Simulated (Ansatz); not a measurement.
`CC([SiH3])[AsH2]`, relaxed with RKS PBE0-D4/def2-TZVP in the Gaussian-basis code of Ansatz from a PBE-D4/def2-SVP geometry. The force threshold is 0.005 eV/Å; the program also tests the step.

Charge 0, multiplicity 1.

Start:

```xyz
13

C    -0.512   -0.678   -1.112
C    -0.475    0.043    0.239
Si    0.537    1.654    0.179
As    0.196   -1.085    1.764
H     0.508   -0.966   -1.443
H    -0.951   -0.038   -1.907
H    -1.113   -1.610   -1.061
H    -1.504    0.328    0.554
H     0.013    2.552   -0.913
H     0.468    2.390    1.489
H     1.978    1.333   -0.123
H     1.444   -1.580    1.000
H    -0.590   -2.345    1.335
```

```json
{"step": "1", "energy (eV)": "-70927.1984", "largest force (eV/Å)": "0.582", "largest move (Å)": "0.000"}
{"step": "2", "energy (eV)": "-70927.2411", "largest force (eV/Å)": "0.150", "largest move (Å)": "0.030"}
{"step": "3", "energy (eV)": "-70927.2443", "largest force (eV/Å)": "0.068", "largest move (Å)": "0.018"}
{"step": "4", "energy (eV)": "-70927.2451", "largest force (eV/Å)": "0.017", "largest move (Å)": "0.010"}
{"step": "5", "energy (eV)": "-70927.2453", "largest force (eV/Å)": "0.004", "largest move (Å)": "0.015"}
{"step": "6", "energy (eV)": "-70927.2454", "largest force (eV/Å)": "0.013", "largest move (Å)": "0.026"}
{"step": "7 (rejected)", "energy (eV)": "-70927.2453", "largest force (eV/Å)": "0.027", "largest move (Å)": "0.007"}
{"step": "8", "energy (eV)": "-70927.2454", "largest force (eV/Å)": "0.005", "largest move (Å)": "0.004"}
{"step": "9", "energy (eV)": "-70927.2454", "largest force (eV/Å)": "0.002", "largest move (Å)": "0.008"}
```

End:

```xyz
13

C    -0.516   -0.670   -1.105
C    -0.477    0.044    0.240
Si    0.533    1.628    0.175
As    0.177   -1.077    1.740
H     0.487   -0.972   -1.419
H    -0.928   -0.027   -1.890
H    -1.128   -1.575   -1.060
H    -1.490    0.332    0.546
H     0.014    2.517   -0.901
H     0.472    2.352    1.472
H     1.954    1.304   -0.129
H     1.457   -1.513    1.034
H    -0.555   -2.343    1.298
```

It took 42 s on 4 threads of an Arm Neoverse V1 on a shared host, with 0.62 GiB of host memory at the peak.
